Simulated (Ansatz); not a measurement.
```yaml
crystal:
  periodic: [false, false, false]
  atoms:
    - {symbol: O, position_ang: [3.142060, 1.742041, 0.958062]}
    - {symbol: C, position_ang: [2.651832, 1.974071, 1.628751]}
    - {symbol: O, position_ang: [1.098947, 2.019477, 1.329518]}
    - {symbol: B, position_ang: [0.043420, 2.618008, 2.181487]}
    - {symbol: O, position_ang: [1.158153, 2.682513, 3.340330]}
    - {symbol: C, position_ang: [2.258215, 2.765195, 3.150612]}
    - {symbol: O, position_ang: [3.524053, 2.864056, 3.436122]}
    - {symbol: O, position_ang: [-0.818905, 1.392530, 2.489829]}
    - {symbol: C, position_ang: [-1.999223, 1.656999, 2.483552]}
    - {symbol: O, position_ang: [-2.637199, 0.875572, 1.993425]}
    - {symbol: C, position_ang: [-1.738741, 2.839157, 1.781764]}
    - {symbol: O, position_ang: [-2.855211, 3.450632, 1.215781]}
    - {symbol: O, position_ang: [-0.370649, 3.556283, 1.897346]}
    - {symbol: C, position_ang: [-2.691929, -4.307308, -0.700278]}
    - {symbol: C, position_ang: [-1.377128, -4.008689, -1.155179]}
    - {symbol: C, position_ang: [-0.996071, -2.928876, -1.270919]}
    - {symbol: C, position_ang: [-1.405917, -2.125356, 0.211975]}
    - {symbol: S, position_ang: [-0.470592, -0.448546, 0.297518]}
    - {symbol: C, position_ang: [-0.732842, 0.727508, -0.990509]}
    - {symbol: C, position_ang: [-1.923468, 1.340810, -1.040754]}
    - {symbol: C, position_ang: [-2.276984, 2.257796, -1.755599]}
    - {symbol: C, position_ang: [-1.380698, 2.586253, -2.824609]}
    - {symbol: C, position_ang: [-0.086864, 1.977378, -2.992426]}
    - {symbol: C, position_ang: [0.458401, 1.158290, -2.080048]}
    - {symbol: O, position_ang: [1.514294, 0.649713, -2.295119]}
    - {symbol: C, position_ang: [2.223863, -0.412683, -1.319611]}
    - {symbol: C, position_ang: [3.251309, -0.631603, -1.309407]}
    - {symbol: C, position_ang: [4.143539, -1.771209, -0.525993]}
    - {symbol: C, position_ang: [3.576821, -1.941561, 1.194500]}
    - {symbol: C, position_ang: [2.021453, -1.799132, 0.862833]}
    - {symbol: C, position_ang: [1.303741, -0.704007, 0.194763]}
    - {symbol: C, position_ang: [-2.523494, -2.064116, 0.907058]}
    - {symbol: C, position_ang: [-2.922968, -3.410181, 0.586591]}
    - {symbol: H, position_ang: [-3.603042, -4.884591, -0.763442]}
    - {symbol: H, position_ang: [-1.523603, -4.645181, -2.027830]}
    - {symbol: H, position_ang: [0.046673, -2.488563, -1.625382]}
    - {symbol: H, position_ang: [-2.722242, 1.326314, -0.104442]}
    - {symbol: H, position_ang: [-3.462697, 2.678017, -2.045568]}
    - {symbol: H, position_ang: [-1.465706, 3.192579, -3.916526]}
    - {symbol: H, position_ang: [0.565326, 2.122910, -3.913378]}
    - {symbol: H, position_ang: [3.753128, -0.254295, -2.254485]}
    - {symbol: H, position_ang: [5.277919, -1.911618, -0.851167]}
    - {symbol: H, position_ang: [3.879634, -2.840021, 1.461791]}
    - {symbol: H, position_ang: [1.275897, -1.873726, 1.923990]}
    - {symbol: H, position_ang: [-2.474029, -1.294049, 1.608178]}
    - {symbol: H, position_ang: [-4.192581, -3.677294, 1.042604]}
basis:
  gaussian: {orbitals: STO-3G}
hamiltonian: {xc: {name: rPW86-PBE}}
```

```sh
$ ansatz run in.yaml --threads 2 --pin off --events-out ev --progress --plain --max-ram 20480MiB --backend cuda --devices 0, --max-vram 18GiB
```

Shortened log:

```
Functional definition: rPW86-PBE
2647 factors; integrals over basis functions are off by at most 7.7e-5 eV
mean field evaluation 1: about -52305.9296 eV, gradient 7.5e1 eV
mean field evaluation 2: about -51698.8755 eV, gradient 2.8e2 eV
mean field evaluation 4: about -52253.4976 eV, gradient 9.5e1 eV
mean field evaluation 8: about -52325.3978 eV, gradient 7.6e0 eV
mean field evaluation 16: about -52321.0627 eV, gradient 2.5e1 eV
mean field evaluation 32: about -52288.6567 eV, gradient 8.1e1 eV
mean field evaluation 64: about -52320.1673 eV, gradient 1.3e1 eV
mean field evaluation 96: about -52324.7623 eV, gradient 9.6e-1 eV
mean field -52324.87221373 eV, -1922.9035867825 hartree, gradient 6.8e-5 eV, S^2 0.000000; 4 other end points of the search recorded, 0 dependent functions left out
reference -52324.87237961 eV, -1922.9035928784 hartree; 119, 119 occupied and 63, 63 virtual orbitals, 2647 factors
Total energy: -52324.87237961 eV, -1922.9035928784 hartree
```

It took 16 s on 2 threads of AMD EPYC 7R13 on a shared host and a share (18 GiB) of an NVIDIA H100 80GB HBM3, peak host memory 1.1 GiB.
